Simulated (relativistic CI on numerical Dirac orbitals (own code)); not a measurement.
**One change at a time: W8+**

Base calculation: Dirac-Coulomb-Breit CI, KLI orbitals optimised for each configuration, QED by a radiative potential, unscaled Slater integrals.

Configuration list (outside the closed core [Kr] 4d10): 4f14.5s2.5p4, 4f13.5s2.5p5, 4f14.5s.5p5, 4f14.5s2.5p3.5d, 4f13.5s2.5p4.5d, 4f14.5s.5p4.5d, 4f14.5s2.5p3.5f, 4f13.5s2.5p4.6s, 4f14.5p6, 4f13.5p6.5d. Double excitations out of closed p, d and f shells are left out; levels of such configurations are missing from the list, as are those of other unlisted configurations, and high levels can miss mixing partners. These lack a partner that the ground configuration has and come out too high: 4f13.5s2.5p4.6s.

The lowest level and the first level of each name with at least 55 % of one term (blank where a level has no safe partner in the second run):

```
                Level  Base (cm⁻¹)  Shift (cm⁻¹)
    4f14.5s2.5p4 3P_2            0             0
    4f13.5s2.5p5 3F_4        18482        +89389
    4f13.5s2.5p5 1F_3        19474        +86315
    4f13.5s2.5p5 3G_5        23834        +93959
    4f13.5s2.5p5 3F_3        33971        +73900
    4f13.5s2.5p5 3D_2        40678        +84942
    4f13.5s2.5p5 3D_1        49690        +75931
    4f14.5s2.5p4 3P_1        86742        -86742
    4f14.5s2.5p4 1D_2       101370        -82359
    4f13.5s2.5p5 3D_3       120414              
    4f13.5s2.5p5 3G_3       133668              
    4f14.5s.5p5 3P°_2       320656       -105819
4f13.5s2.5p4.5d 5D°_4       355511        +68868
4f13.5s2.5p4.5d 5G°_6       371630
```

At this charge configurations can still be misplaced by up to about 7 % of their energy. Levels and lines within the n = 5 or 6 shells can be off by up to 10 % or somewhat more, and those that change n by about 2 %, since core polarisation is missing. Levels that differ in their count of f electrons can be misplaced by several ten thousand cm⁻¹, since the correlation energy of f electrons is missing or only estimated; rates across such gaps can be off by orders of magnitude.

One thing was changed in a second run, which moved the levels as shown. Which?
A. Breit term removed
B. valence Slater integrals scaled by 0.9
C. non-relativistic limit
D. QED terms removed
E. configuration mixing switched off

C. Non-relativistic limit. Without relativity the fine structure collapses and s electrons lose their extra binding.

LS names give the leading component of a level, which can be under half, so a name can repeat, a term be missing and a line seem to break the LS rules.
